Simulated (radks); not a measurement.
Q: The mean radii <r> (bohr) of the occupied orbitals of an atom or ion are listed with their occupations. Calculated with a radial shooting solver on a logarithmic mesh with Libxc functionals: scalar-relativistic Kohn-Sham, r2SCAN, spin-unpolarised, spherical densities, finite nucleus; meta-GGA in the generalised Kohn-Sham scheme; Fermi nuclear charge, rms radius of each element as measured or else 0.836 A^(1/3) + 0.57 fm.

| orbital | occ. | <r> |
|---|---|---|
| 1s | 2 | 0.01632 |
| 2s | 2 | 0.06877 |
| 2p | 6 | 0.06238 |
| 3s | 2 | 0.1766 |
| 3p | 6 | 0.1780 |
| 3d | 10 | 0.1613 |
| 4s | 2 | 0.3684 |
| 4p | 6 | 0.3841 |
| 4d | 10 | 0.3874 |

Name the element and its charge.

A: Z = 81, thallium, charge +35: Tl35+ in [Kr] 4d10. The 1s radius gives Z: for a bare nucleus <r> = (2 gamma + 1)/(2Z) with gamma = sqrt(1 - (Z/c)^2), 0.01613 bohr for Z = 81, and screening makes it slightly larger (0.01632 here). The occupations add up to 46, and the charge is Z minus that.
